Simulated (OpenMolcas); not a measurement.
Ti3+ (d1) among equal point charges was computed by CASSCF with the d shell active (OpenMolcas, ANO-RCC-VDZP on the metal). Its lowest spin-free states, and all those of the highest spin:

```csv
2S+1,Degeneracy,E (cm-1)
2,2,0.0
2,1,3493
2,2,11937
```

Task: Is the site octahedral, tetrahedral or cube-like, axial, or of lower symmetry?

Result: The states with 2S+1 = 2 have orbital degeneracies 2, 1, 2. There are pairs but no triples, so the site is axial: not cubic, but with a proper or improper axis of order three or more. The run had Ti3+ among 6 point charges of -2.2 e arranged as a trigonal antiprism (D3d), 1.96 Å from the ion, with a polar angle of 50.4° against the regular 54.74°.

An orbital doublet at a regular site is open to a Jahn-Teller distortion, which this geometry leaves out. Point charges carry no covalency, so the field is a model and not that of real ligands. No measured value stands beside these numbers.
